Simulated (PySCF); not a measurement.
Cl₄Te, SMILES Cl[Te-](Cl)(Cl)Cl, charge -1, multiplicity 2. Atoms are numbered in the order given.

```xyz
5

Te    -0.4079     0.2554     0.0000
Cl    -0.5320     0.3771     2.5461
Cl    -0.5320     0.3771    -2.5461
Cl     0.3992    -2.4161     0.0000
Cl     1.9125     0.8807     0.0000
```
Charge -1, spin multiplicity 2.

Coordinates come from a r2SCAN-D4/def2-SVPD optimisation. The def2 effective core potentials stand for the cores of Te; spin–orbit coupling is left out.

Method: PBE/def2-SVPD run with PySCF.

Computed frontier levels, dipole moment and polarisability:
- α spin, highest occupied and lowest empty level = -1.13 and -0.36 eV
- β spin, highest occupied and lowest empty level = -2.59 and -0.40 eV
- dipole moment about the centre of nuclear charge = 3.40 D
- mean static polarisability = 141.0 bohr³ (20.90 Å³)
- polarisability, principal values = 112.4, 140.4, 170.3 bohr³
- ⟨S²⟩ = 0.752 (pure state 0.75)
